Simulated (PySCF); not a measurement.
Species: CH5BFN.
Atom-mapped SMILES: `[CH3:1][B:2]([NH2:3])[F:4]` (hydrogens: H5, H6, H7 on C1; H8, H9 on N3)

The calculation used PySCF, PBE0-D3(BJ)/def2-SVP geometry optimisation, gas phase.

What internal coordinates does the optimisation give?

| bond | length (Å) | order |
| --- | --- | --- |
| C1–B2 | 1.571 | single |
| B2–N3 | 1.399 | single |
| B2–F4 | 1.348 | single |
| C1–H5, C1–H6, C1–H7 | 1.102 | single |
| N3–H8, N3–H9 | 1.010 | single |

Bonds in one row agree within 0.01 Å and their mean is given. Orders are formal, as drawn. A selection of angles:
| angle | degrees |
| --- | --- |
| B2–C1–H5 | 114.2 |
| B2–C1–H6 | 110.1 |
| H5–C1–H6 | 108.4 |
| H6–C1–H7 | 106.2 |
| C1–B2–N3 | 124.3 |
| C1–B2–F4 | 118.6 |
| N3–B2–F4 | 117.2 |
| B2–N3–H8 | 122.5 |
| H8–N3–H9 | 114.6 |

B2 (three-coordinate boron) is planar (angles 124.3°, 118.6° and 117.2°, sum 360.0°, 0.00 Å off the plane of its three neighbours). The 4 heavy atoms lie in one plane (0.001 Å rms). N3 (boron-bound nitrogen) is planar (angles 122.9°, 122.5° and 114.6°, sum 360.0°, 0.00 Å off the plane of its three neighbours).

Point group: near Cs, missed by 0.10 Å at most; the miss may be what the optimiser left on a soft mode. PBE0-D3(BJ)/def2-SVP frequencies: not computed here.

Conformer computed: `[CH3:1][B:2]([NH2:3])[F:4]`: H–N3–B2–C1 180°, H–N3–B2–C1 1°.
